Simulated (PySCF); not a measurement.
Dissociation curve of SMILES [SiH3]Br (H3BrSi), singlet. The Si1–Br5 bond (Si1 also carries H, H, H; Br5 carries nothing else) is varied alone, starting from the PBE0/def2-TZVP optimised geometry.

Method: CCSD(T) on UHF/cc-pVDZ, 14 core orbitals frozen run with PySCF.

Task: Relative to R = 2.22 Å, what are the energies at R = 1.76, 1.89, 2.97, 4.04 Å?

Result: 90.4 kcal/mol at 1.76 Å, 39.4 kcal/mol at 1.89 Å, 37.1 kcal/mol at 2.97 Å, 82.0 kcal/mol at 4.04 Å.

The unrestricted determinant behind UCCSD(T) is spin-contaminated at 3.32 to 7.68 Å (<S²> up to 1.0, against 0.00 for a pure singlet).
